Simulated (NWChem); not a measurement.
A series in which one site is exchanged, each optimised at PBE0/def2-SVP with NWChem, gas phase unless a solvent is named. All stand in one matching conformer (torsions within 35°), which need not be the lowest. For some, no frequency run checked for a minimum. def2 effective core potentials on In; no spin-orbit coupling.

A: [NH2][Al]([OH])[F] (AlNH3OF; site = Al)
B: FB(N)O (BNH₃OF; site = B)
C: [F][Ga]([OH])[NH2] (GaNH₃OF; site = Ga)
D: [NH2][In]([OH])[F] (InNH3OF; site = In)

| quantity | A | B | C | D |
|---|---|---|---|---|
| dipole (D), PBE0/def2-SVP | 0.99 | ? | 1.48 | 2.16 |
| orbital gap (eV), PBE0/def2-SVP | 7.24 | ? | 7.11 | 6.09 |
| static polarisability, PBE0/def2-SVPD (bohr³) | 35.4 | ? | 38.2 | 46.2 |
| lowest singlet excitation, PBE0/def2-SVPD, TDA (eV) | 5.70 | ? | 5.54 | 4.78 |

Q: Fill in the missing entries.

A: 
- dipole (D), PBE0/def2-SVP, B: 0.80
- orbital gap (eV), PBE0/def2-SVP, B: 9.40
- static polarisability, PBE0/def2-SVPD (bohr³), B: 28.0
- lowest singlet excitation, PBE0/def2-SVPD, TDA (eV), B: 6.92
